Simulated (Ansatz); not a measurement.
Start from `[O]=[Nb]([Cl])([Cl])[Cl]` and change one element to get `[S]=[Nb]([Cl])([Cl])[Cl]`.

Ansatz, PBE0-D4/def2-TZVP geometries, multiplicity 1. 

Elements past krypton have def2 core potentials.

```csv
property,`[O]=[Nb]([Cl])([Cl])[Cl]`
size of the dipole moment (ωB97M-V/def2-TZVPP) / D,1.08
HOMO energy (ωB97M-V/def2-TZVPP) / eV,-12.07
LUMO energy (B3LYP/def2-TZVPP) / eV,-3.48
HOMO–LUMO gap (ωB97M-V/def2-TZVPP) / eV,10.85
HOMO energy (PBE0/def2-TZVPP) / eV,-9.84
size of the dipole moment (PBE/def2-TZVPP) / D,1.05
```

(1) What does the change do to each property? (An estimate is asked.)

## Answers

(1) The calculation gave: 
| property | `[S]=[Nb]([Cl])([Cl])[Cl]` | shift |
| --- | --- | --- |
| size of the dipole moment (ωB97M-V/def2-TZVPP) / D | 0.56 | -0.52 |
| HOMO energy (ωB97M-V/def2-TZVPP) / eV | -10.55 | 1.52 |
| LUMO energy (B3LYP/def2-TZVPP) / eV | -3.50 | -0.02 |
| HOMO–LUMO gap (ωB97M-V/def2-TZVPP) / eV | 9.26 | -1.59 |
| HOMO energy (PBE0/def2-TZVPP) / eV | -8.48 | 1.36 |
| size of the dipole moment (PBE/def2-TZVPP) / D | 0.70 | -0.35 |

With PBE0 the HOMO rises by 1.36 eV and the LUMO falls by 0.06 eV, so the gap narrows by about 1.42 eV. PBE moves the HOMO by 1.10 eV and ωB97M-V by 1.52 eV. Dipoles are sizes alone; their direction can turn.

B3LYP here is the variant with VWN-RPA as its local correlation; programs differ in this.
